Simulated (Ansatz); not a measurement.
**Ligand exchange: C3H7ClSn + C2H10OSi2 → C3H8OSn + C2H9ClSi2**

Species: C3H7ClSn `C[CH](C)[Sn][Cl]`, singlet; C2H10OSi2 `C[SiH2]C[SiH2]O`, singlet; C3H8OSn `C[CH](C)[Sn][OH]`, singlet; C2H9ClSi2 `C[SiH2]C[SiH2]Cl`, singlet. The partners trade Cl for OH: Sn–Cl and Si–OH bonds give way to Sn–OH and Si–Cl.

Shapes, held fixed at every level: PBE0-D4/def2-TZVP. Flexible molecules stand in one conformer, not always the lowest. Programs: Ansatz 0.2.0. Electronic energies: no zero-point or thermal term.

Problem. Estimate ΔE of this reaction.

Solution. The highest level, CCSD(T)/def2-TZVPP, gives ΔE = +64.1 kJ/mol; the levels span +63.0 to +82.8. The column of differences is taken from that level and isn't an error. No measured value is set beside it here. For atoms past krypton def2 sets carry core potentials with scalar relativity. Outer-core shells of Sn are correlated, in sets that cover them unevenly.

```
               level                    kind  ΔE (kJ/mol)  less CCSD(T)/def2-TZVPP
       HF/def2-TZVPP            Hartree–Fock        +82.8                    +18.7
r2SCAN-D4/def2-TZVPP                meta-GGA        +63.0                     -1.1
 B3LYP-D4/def2-TZVPP           global hybrid        +68.3                     +4.2
  PBE0-D4/def2-TZVPP           global hybrid        +65.8                     +1.7
  wB97M-V/def2-TZVPP  range-separated hybrid        +65.7                     +1.6
   B2PLYP/def2-TZVPP           double hybrid        +64.6                     +0.5
     CCSD/def2-TZVPP   coupled cluster or CI        +67.3                     +3.2
  CCSD(T)/def2-TZVPP   coupled cluster or CI        +64.1                      0.0
```
